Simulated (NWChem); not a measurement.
CH$_{2}$BF$_{3}$O; SMILES OBC(F)(F)F

```xyz
8

B     -0.7745     1.0337     0.0000
C     -0.0484    -0.4079     0.0000
F     -0.3672    -1.1395    -1.0958
F     -0.3672    -1.1395     1.0958
F      1.3200    -0.2635     0.0000
H     -1.9811     1.1362     0.0000
O     -0.0087     2.1397     0.0000
H      0.9443     1.9077     0.0000
```
Atoms are numbered in this order, from 1.

Program: NWChem. All runs use the structure optimised with PBE-D3(BJ)/def2-SVP.

Question: Predict the results for Hartree-Fock/def2-SVP. Quantities: highest occupied level (eV); orbital gap (eV); dipole (D).

Answer: 
```json
{
  "highest occupied level (eV)": "-13.85",
  "orbital gap (eV)": "16.52",
  "dipole (D)": "1.33"
}
```
